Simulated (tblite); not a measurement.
Species: C6H5OPS.
Geometry (GFN2-xTB, Å), atoms numbered from 1 in this order:
```xyz
14
C6H5OPS angstrom
C      4.2672    0.0825    0.0352
C      3.0678    0.0408   -0.0103
C      1.6676   -0.0217   -0.1083
C      0.8060    0.2306    0.9157
O     -0.4966    0.1152    0.6170
C     -0.6628   -0.2345   -0.6666
S     -2.3066   -0.4263   -1.2321
C     -3.2257   -0.0452    0.2881
P      0.7748   -0.4475   -1.6017
H      5.3136    0.1236    0.0919
H      1.0297    0.5098    1.9295
H     -3.0035    0.9700    0.6024
H     -4.2758   -0.1420    0.0339
H     -2.9562   -0.7557    1.0634
```

Calculated harmonic vibrations of the isolated species, GFN2-xTB (tblite), most abundant isotopes, no scaling. The method is semi-empirical: single wavenumbers can be off by several per cent or more. One conformer, not necessarily the lowest.

Harmonic wavenumbers (cm⁻¹): 38.2, 82.7, 105.2, 154.2, 175.1, 212.4, 273.2, 371.6, 378.2, 412.2, 472.0, 513.0, 570.0, 644.8, 652.5, 713.7, 726.3, 730.8, 735.0, 943.5, 952.6, 1073.3, 1097.6, 1135.8, 1194.8, 1228.6, 1313.6, 1438.6, 1438.9, 1514.9, 2252.9, 3036.2, 3041.6, 3066.0, 3131.9, 3398.1.

A = 3876, B = 657.9, C = 564.5 MHz; mass 155.980 u (most abundant isotopes); point group Cs, symmetry number 1.

Task: Zero-point energy?

Result: Half the sum of the wavenumbers: 19610 cm⁻¹ = 56.07 kcal/mol.

Task: What is S at 500 K and 1 bar for an ideal gas of classical rigid rotors and harmonic oscillators?

Result: Translation 43.64, rotation 31.33, vibration 46.65: S = 121.6 cal/(mol K).

Task: And Cp and H(500 K) − H(0)?

Result: Cp = 49.58 cal/(mol K), of which vibrations give 41.64 (their classical limit is 36 R = 71.5); H(500 K) − H(0) = 15.65 kcal/mol without the zero-point energy, 11.67 from vibrations.

Task: How do the functions run with temperature in this model?

Result: 
```tsv
T (K)	S (cal/(mol K))	Cp (cal/(mol K))	H − H(0) (kcal/mol)	G − H(0) (kcal/mol)	ln q(vib)
100	70.6	18.4	1.29	-5.77	1.75
200	86.4	28.2	3.62	-13.66	4.30
300	99.5	36.9	6.89	-22.97	6.85
800	147.5	60.1	32.27	-85.71	18.31
1000	161.4	64.5	44.76	-116.63	22.19
```

q(vib) and H(0) count from the zero-point level.

Task: Which modes carry the vibrational entropy at 500 K?

Result: 38.2 cm⁻¹: 6.38; 82.7 cm⁻¹: 4.84; 105.2 cm⁻¹: 4.37; 154.2 cm⁻¹: 3.62; 175.1 cm⁻¹: 3.37; 212.4 cm⁻¹: 3.00 cal/(mol K); the other 30 give 21.07 together.

Task: What must be added to the electronic energy to get the Gibbs energy at 500 K and 1 bar?

Result: ZPE + [H(500 K) − H(0)] − T·S = 56.07 + 15.65 − 60.81 = 10.91 kcal/mol.

Hindered rotation and anharmonicity are outside this model. Other conformers, if any are populated, would add a mixing term that is left out.

On an Arm Neoverse V2 with one thread, shared host with 32 logical CPUs at a one-minute load of 12, this took 0.43 s of wall time. This covers the Hessian and the dipole derivatives.
